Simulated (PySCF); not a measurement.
ClF3H2OSi2. Atoms are numbered in the order given.

```xyz
9

Si     1.0596    -0.6820     0.4626
F      1.5169    -1.8483     1.4508
F      1.5933    -1.0277    -1.0020
F      1.7506     0.6784     0.9354
O     -0.5518    -0.5556     0.4847
Si    -1.8952     0.2999     0.0064
Cl    -1.3134     1.7194    -1.3799
H     -2.8412    -0.6417    -0.6291
H     -2.4657     0.9850     1.1863
```

Geometry: B3LYP-D3(BJ)/def2-SVP. The structure was generated by enumeration, and PubChem lists no compound with its InChIKey, so it may never have been made. The values are those of a single conformer.

Calculation: B3LYP-D3(BJ)/def2-SVP (PySCF).

Frequencies are harmonic and unscaled.

```tsv
mode	ν (cm⁻¹)	IR (km/mol)	Raman (Å⁴/amu)	depolarisation	moving atoms (share of kinetic energy)
1	10	1.3	0.3	0.75	Si 28 %, F 26 %, O 22 %, H 19 %
2	22	0.2	0.1	0.75	F 58 %, Cl 26 %, O 10 %
3	41	0.1	0.2	0.74	Cl 45 %, F 38 %, O 12 %
4	187	2.4	1.6	0.72	F 57 %, Cl 23 %, Si 16 %
5	254	0.2	0.7	0.75	F 75 %, O 23 %
6	282	17.7	1.5	0.75	F 56 %, Si 20 %, O 18 %
7	329	56.7	1.6	0.49	F 63 %, Si 27 %
8	372	38.8	0.9	0.75	F 57 %, Si 22 %, O 19 %
9	405	40.6	0.2	0.14	O 40 %, F 38 %, Si 19 %
10	543	49.6	9.4	0.14	Si 51 %, Cl 40 %
11	622	38.9	5.8	0.28	Si 43 %, F 31 %, O 14 %, H 8 %
12	643	56.5	7.6	0.74	H 80 %, Si 14 %
13	734	25.1	13.2	0.75	H 92 %
14	865	132.8	5.3	0.44	F 52 %, Si 26 %, H 19 %
15	925	259.8	10.4	0.73	H 68 %, Si 20 %
16	974	143.1	13.8	0.73	H 92 %
17	1006	191.8	0.5	0.75	Si 50 %, F 50 %
18	1011	240.1	0.6	0.66	Si 50 %, F 49 %
19	1157	583.4	0.3	0.38	O 72 %, Si 23 %
20	2285	73.2	194.8	0.08	H 98 %
21	2295	115.5	80.6	0.66	H 95 %
```
